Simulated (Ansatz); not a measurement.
System: Hg$_{2}$, charge 2, multiplicity 1. SMILES: [Hg][Hg+2]
Geometry: optimised at B3LYP-D3(BJ)/def2-TZVP (Ansatz, a quantum-chemistry and plane-wave program).

Parts of the frozen-core correlation energy in def2-SVP (Ansatz, hartree). Frozen orbitals: 8; correlated occupied orbitals by spin: 11 and 11; virtual: 45 and 45. No spin-orbit coupling. Past Kr the def2 sets carry scalar-relativistic core potentials.

```tsv
term	value
reference (HF)	-304.33349
MP2 opposite-spin	-0.32752
MP2 same-spin	-0.18500
CCSD correlation	-0.48745
(T)	-0.00867
T1 diagnostic	0.014
largest doubles amplitude	0.121
```
